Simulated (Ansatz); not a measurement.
Reaction (silylene formation by 1,1-elimination): `N[Si@H](F)[Si@@H](N)F` → `N[SiH2]F` + `N[Si]F`

Isolated molecules relaxed with PBE0-D4/def2-TZVP in Ansatz; ΔE leaves out vibrations. CCSD(T)/CBS adds triple-zeta CCSD(T) − MP2 to the extrapolated MP2 energy (def2 sets, frozen cores). This one scheme is used for every species. DFT in def2-TZVPP. One conformer a species, not always the lowest.

```json
{"level": "PBE-D4", "ΔE (kJ/mol)": "120.7", "difference from CCSD(T)/CBS": "6.8"}
{"level": "ωB97X-V", "ΔE (kJ/mol)": "124.6", "difference from CCSD(T)/CBS": "10.7"}
{"level": "PBE", "ΔE (kJ/mol)": "109.5", "difference from CCSD(T)/CBS": "-4.4"}
{"level": "HF/def2-TZVPP", "ΔE (kJ/mol)": "98.1", "difference from CCSD(T)/CBS": "-15.8"}
{"level": "MP2/def2-TZVPP", "ΔE (kJ/mol)": "116.0", "difference from CCSD(T)/CBS": "2.1"}
{"level": "SCS-MP2/def2-TZVPP", "ΔE (kJ/mol)": "107.6", "difference from CCSD(T)/CBS": "-6.3"}
{"level": "CCSD(T)/def2-TZVPP", "ΔE (kJ/mol)": "108.3", "difference from CCSD(T)/CBS": "-5.6"}
{"level": "MP2/def2-QZVPP", "ΔE (kJ/mol)": "118.8", "difference from CCSD(T)/CBS": "4.9"}
{"level": "SCS-MP2/def2-QZVPP", "ΔE (kJ/mol)": "111.0", "difference from CCSD(T)/CBS": "-2.9"}
{"level": "MP2/CBS(def2)", "ΔE (kJ/mol)": "121.5", "difference from CCSD(T)/CBS": "7.6"}
{"level": "CCSD(T)/CBS", "ΔE (kJ/mol)": "113.9", "difference from CCSD(T)/CBS": "0"}
```

Largest T1 diagnostic among the species: 0.014.

In def2-TZVPP, CCSD(T) changes the Hartree–Fock value by +10.2 kJ/mol (the triples alone add +1.9 kJ/mol) and MP2 by +17.9 kJ/mol. The D4 term adds +17.7 kJ/mol with B3LYP and +10.0 kJ/mol with PBE0; it sums over pairs of atoms, weighted by their polarisabilities, and B3LYP, whose exchange is more repulsive, gets the larger term.

B3LYP here is the variant with VWN-RPA as its local correlation; programs differ in this.
